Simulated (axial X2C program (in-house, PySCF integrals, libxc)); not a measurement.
Working with the constants of CsH⁻

A bond curve at the CCSD(T) level, 2c, was computed with an in-house relativistic program for diatomic molecules (basis Cs dyall-acv3z [16s16p10d4f1g], H dyall-av3z [7s3p2d] (cores contracted in-house)) for the state Ω = 1/2 (⟨Sz⟩ = 0.50, ⟨Lz⟩ = 0.00 at HF). Its fit gives Re = 2.6690 Å, ωe = 699.4 cm⁻¹, ωexe = 14.8 cm⁻¹ and αe = 7.353e-02 cm⁻¹; the masses are 132.9054 and 1.0078 u. Two-component means X2C with spin–orbit coupling and atomic mean-field Coulomb and Gaunt terms.

Correlated methods: 11 electrons correlated (number of frozen shells: Cs 4 s, 3 p, 2 d; H none), 263 virtual spin orbitals or spinors in MP2, 90 natural virtuals in coupled cluster.

Q: Find the reduced mass, Be and the force constant.

A: From the CCSD(T) values: μ = 1.0002 u. Be = 16.8576/(μ Re²) = 2.366 cm⁻¹. k = 5.8918×10⁻⁷ μ ωe² = 0.288 mdyn/Å.

Q: A Morse curve ties αe to the other constants (Pekeris). How well does that hold?

A: αe(Morse) = 6Be²/ωe × (√(ωexe/Be) − 1) = 7.208e-02 cm⁻¹; the CCSD(T) curve gives 7.353e-02 cm⁻¹, a ratio of 0.98.

Q: Scale the constants to the deuteride (D 2.0141 u) within the Born–Oppenheimer picture.

A: ρ = √(μH/μD) = 0.7100; ωe = 496.6, ωexe = 7.46, Be = 1.193 cm⁻¹; the zero-point energy falls by 100 cm⁻¹.

Q: Estimate the centrifugal constant by the Kratzer relation.

A: D = 4Be³/ωe² = 1.08e-04 cm⁻¹.

Q: Estimate De from a Morse curve and compare with the computed well depth of 1.340 eV to Cs + H-.

A: De(Morse) = ωe²/(4ωexe) = 1.024 eV against 1.340 eV computed, a ratio of 0.76. The extrapolation falls short: long-range attraction (ionic or ion–induced dipole) or a change of character along the curve can cause this.

The state is a single determinant with fixed occupations, the lowest that a limited PBE0 search found. De is counted from the lowest determinant-based energies of the atoms at the same level, without counterpoise correction. Coupled cluster ran in a truncated set of natural virtual spinors; the MP2 energy of the rest was added. (T) has no such correction and the atoms are truncated less, which lowers De at CCSD(T) by a hundredth of an eV or more. PBE0 can misorder states that lie within some tenths of an eV, so this need not be the ground state of the molecule. The nearest other 2c determinant of the search, Ω = 3/2, lies 0.32 eV up at the distance of the search.
